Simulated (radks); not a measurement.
Species: Tb+. Configuration: [Xe] 4f7 6s1 6p2 (not the ground configuration). All-electron calculation, Dirac Kohn-Sham, PBEsol, spin-unpolarised, spherical densities, point nucleus; open shells fill j = l - 1/2 first. Program: a radial shooting solver on a logarithmic mesh with Libxc functionals. Some entries of the table are withheld. Estimate them.

orbital,occ.,eigenvalue (eV),<1/r> (bohr^-1)
1s1/2,2,-51811.55,73.10
2s1/2,2,-8608.345,17.47
2p1/2,2,-8181.937,17.45
2p3/2,4,-7435.909,15.35
3s1/2,2,-1932.810,6.374
3p1/2,2,(1),(2)
3p3/2,4,(3),(4)
3d3/2,4,-1274.144,5.637
3d5/2,6,-1240.566,5.505
4s1/2,2,-405.8565,2.672
4p1/2,2,-333.1781,2.566
4p3/2,4,-298.5485,2.385
4d3/2,4,-178.7303,2.170
4d5/2,6,-172.4231,2.125
5s1/2,2,-68.5154,1.049
5p1/2,2,-47.6356,(5)
5p3/2,4,-42.4221,(6)
4f5/2,6,-29.8603,1.637
4f7/2,1,-28.9520,1.619
6s1/2,1,-12.9024,(7)
6p1/2,2,-8.6638,(8)
6p3/2,0,-8.0321,(9)

Answer. 
(1) 3p1/2 eigenvalue (eV): -1747.468
(2) 3p1/2 <1/r> (bohr^-1): 6.290
(3) 3p3/2 eigenvalue (eV): -1593.537
(4) 3p3/2 <1/r> (bohr^-1): 5.757
(5) 5p1/2 <1/r> (bohr^-1): 0.9398
(6) 5p3/2 <1/r> (bohr^-1): 0.8776
(7) 6s1/2 <1/r> (bohr^-1): 0.3933
(8) 6p1/2 <1/r> (bohr^-1): 0.3290
(9) 6p3/2 <1/r> (bohr^-1): 0.3126
